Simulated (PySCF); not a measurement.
Delta-SCF ions had no search for a lower state. Excitations are Tamm–Dancoff values on a coarser integration grid. The basis has no diffuse functions, so Rydberg states are missing or too high.

C$_{3}$H$_{3}$F, SMILES `CC#CF` (charge 0, multiplicity 1)

Calculation: PBE0-D3(BJ)/def2-TZVP (PySCF 2.14.0).

```yaml
HOMO: -7.63 eV
dipole_moment: 1.33 D
LUMO: 1.33 eV
HOMO–LUMO gap: 8.96 eV
S1 excitation (TDA): 7.31 eV
S1 oscillator strength: 0.000
T1 excitation (TDA): 5.96 eV
S1–T1 gap (TDA): 1.35 eV
vertical ionisation energy (Delta-SCF): 10.17 eV
total_energy: -215.7176 Ha
cost: about 40 core-seconds (a rough figure)
```

Bond lengths (Å): C1–C2 1.453, C1–H5 1.092, C1–H6 1.092, C1–H7 1.092, C2–C3 1.194, C3–F4 1.277. Angles (°): C2–C1–H5 110.9, C2–C1–H6 110.9, C2–C1–H7 110.9, H5–C1–H6 108.0, H5–C1–H7 108.0, H6–C1–H7 108.0, C1–C2–C3 180.0, C2–C3–F4 180.0.
